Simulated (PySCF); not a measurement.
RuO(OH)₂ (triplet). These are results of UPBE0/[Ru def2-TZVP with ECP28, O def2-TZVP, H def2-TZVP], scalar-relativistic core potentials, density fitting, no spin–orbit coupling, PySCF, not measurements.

Harmonic bands of its minimum:

| ω (cm⁻¹) | IR (km/mol) |
| --- | --- |
| 188 | 0.1 |
| 212 | 9.6 |
| 242 | 2.2 |
| 473 | 171 |
| 505 | 65.0 |
| 675 | 82.9 |
| 708 | 210 |
| 826 | 23.7 |
| 878 | 106 |
| 1018 | 142 |
| 3830 | 164 |
| 3832 | 34.4 |

The central atom is Ru. Infer the point group and assign the bands.

C2. The modes span 6a + 6b: 188 a, 212 b, 242 b, 473 a, 505 b, 675 a, 708 b, 826 a, 878 b, 1018 a, 3830 b, 3832 a. The computed geometry has O–H 0.963 Å (×2), Ru–O 1.659 Å, Ru–O 1.857 Å (×2); H–O–Ru 116.9° (×2), O–Ru–O 119.3°, O–Ru–O 120.3° (×2).

Only a few start shapes were tried, so a lower isomer may exist. Open d and f shells are described by one determinant, and the ground state may have another occupation or spin.
